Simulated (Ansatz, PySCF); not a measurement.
GaClBr2, SMILES [Cl][Ga]([Br])[Br]. Atoms are numbered in the order given.

```xyz
4

Ga     0.0000     0.0000     0.3584
Cl     0.0000     0.0000     2.4851
Br     0.0000     1.9669    -0.7559
Br     0.0000    -1.9669    -0.7559
```
Charge 0, spin multiplicity 1.

Coordinates come from a PBE0-D3(BJ)/def2-SVP optimisation. The structure was generated by enumeration; whether it is a known compound was not checked.

Two levels are set side by side: PBE-D3(BJ)/def2-SVP (Ansatz, an electronic-structure program) and PBE0-D3(BJ)/def2-SVP (Ansatz). Each level has its own optimised geometry; the coordinates shown are those of the second. Frequencies come from the Hessian of PySCF at each geometry. Differences are taken from unrounded values.

| quantity | PBE0-D3(BJ) |
|---|---|
| mean bond length (Å) | 2.216 |
| bond Ga1–Cl2 (Å) | 2.127 |
| bond Ga1–Br3 (Å) | 2.261 |
| bond Ga1–Br4 (Å) | 2.261 |
| highest harmonic wavenumber (cm⁻¹) | 451 |
| mean harmonic wavenumber (cm⁻¹) | 231 |
| zero-point energy (kcal/mol) | 1.98 |

### Question
What does PBE-D3(BJ) give, and how far is it from PBE0-D3(BJ)? (Estimate from the structure and the level; the computed values follow.)

### Answer

```csv
quantity,PBE-D3(BJ),PBE-D3(BJ) minus PBE0-D3(BJ)
mean bond length (Å),2.235,0.019
bond Ga1–Cl2 (Å),2.145,0.018
bond Ga1–Br3 (Å),2.281,0.020
bond Ga1–Br4 (Å),2.281,0.020
highest harmonic wavenumber (cm⁻¹),432,-19
mean harmonic wavenumber (cm⁻¹),221,-10
zero-point energy (kcal/mol),1.89,-0.09
```

Exact exchange shortens and stiffens bonds; PBE has none. Differences between two approximate levels are no errors against the true value.
